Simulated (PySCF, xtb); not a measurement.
B(F)(SeH)2 (BFH2Se2), SMILES FB([SeH])[SeH].

GFN2-xTB in xtb 6.7.1 at its own geometry gives an orbital gap of 3.93 eV and a dipole moment of 1.01 D.

Coordinates come from a B3LYP-D3(BJ)/def2-SVP optimisation. The structure was generated by enumeration, and PubChem lists no compound with its InChIKey, so it may never have been made. One conformer was computed; it need not be the lowest.

Problem. What does PBE/def2-TZVP (PySCF) give? (The exact figures need the calculation; the answer reports its results.)

Solution. gap 4.58 eV (levels -6.13 and -1.55 eV), dipole 0.80 D.
